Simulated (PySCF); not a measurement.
C9H12.
Bonds: C1–C2, C2–C3, C3–C4, C4–C5 (aromatic), C5–C6 (aromatic), C6–C7 (aromatic), C7–C8 (aromatic), C8–C9 (aromatic), C4–C9 (aromatic). Hydrogens: H10, H11, H12 on C1; H13, H14 on C2; H15, H16 on C3; H17 on C5; H18 on C6; H19 on C7; H20 on C8; H21 on C9.

NICS is the negative of the GIAO shielding at a point without a nucleus: at the ring centre (0) and 1 Å above and below it (1); zz is the component along the ring normal. Level: GIAO PBE0/pcSseg-1 (PySCF, non-relativistic, gas phase) on the GFN2-xTB geometry, one conformer.

Ring bond lengths (Å), with Mayer bond orders in brackets: C4–C5 1.389 (1.41), C5–C6 1.384 (1.44), C6–C7 1.384 (1.44), C7–C8 1.385 (1.43), C8–C9 1.383 (1.45), C9–C4 1.390 (1.40).

Task: Give the NICS values of each ring in ppm.

Result: 
```json
{"ring": "C4–C5–C6–C7–C8–C9", "type": "6-membered carbocycle; formal bonds all aromatic", "NICS(0)": "-8.6", "NICS(1), two faces": "-11.3 / -11.2", "NICS(1)zz, two faces": "-29.3 / -28.3", "rms pucker (Å)": "0.00", "centre to ring atoms, mean (Å)": "1.39"}
```

Task: What can be read from them?

Result: 
- C4–C5–C6–C7–C8–C9: mean NICS(1)zz -28.8 ppm, shielded. The ring is flat and has no four-coordinate atom; by the NICS criterion it is aromatic.

Task: How equal are the bonds by HOMA? HOMA = 1 − mean of α(R − Ropt)² over the ring bonds, with Krygowski's 1993 parameters (CC: Ropt 1.388 Å, α 257.7 Å⁻²).

Result: 
- C4–C5–C6–C7–C8–C9: HOMA 1.00 = 1 − EN − GEO, with mean bond length 1.386 Å, EN = α(Ropt − mean)² = 0.001 and GEO = α × variance = 0.002. The geometric and the magnetic index point the same way.

Task: At the first NICS(1) probe listed for ring C4–C5–C6–C7–C8–C9, 1 Å off the ring, what do the in-plane components average?

Result: The isotropic value is a third of the trace: (3 × -11.3 − (-29.3))/2 = -2.3 ppm.

Task: Give the inner angles of the rings and the Hirshfeld charges of the ring atoms.

Result: 
- C4–C5–C6–C7–C8–C9: C4 118.6° (+0.011 e), C5 120.7° (-0.050 e), C6 120.2° (-0.051 e), C7 119.6° (-0.055 e), C8 120.1° (-0.051 e), C9 120.8° (-0.052 e); sum 720.0° against 720° for a flat convex ring.

Task: What are the shieldings of the ring atoms and their hydrogens in the same run (means over atoms taken as equivalent)?

Result: 
| atoms | environment | σ isotropic (ppm) |
| --- | --- | --- |
| C4 | substituted aromatic carbon | 38.7 |
| C5 (×2) | aromatic CH carbon | 52.1 |
| C6 (×2) | aromatic CH carbon | 53.1 |
| C7 | aromatic CH carbon | 55.7 |
| H17 (×2) | aromatic hydrogen | 24.26 |
| H18 (×2) | aromatic hydrogen | 24.11 |
| H19 | aromatic hydrogen | 24.21 |

Hardware: one thread of an x86-64 server, no GPU (shared host). Cost: 45 s wall. This is the whole shielding run at PBE0/pcSseg-1, SCF included.

The values belong to the conformer `[CH3:1][CH2:2][CH2:3][c:4]1[cH:5][cH:6][cH:7][cH:8][cH:9]1`: C1–C2–C3–C4 -67°, C2–C3–C4–C5 97°.
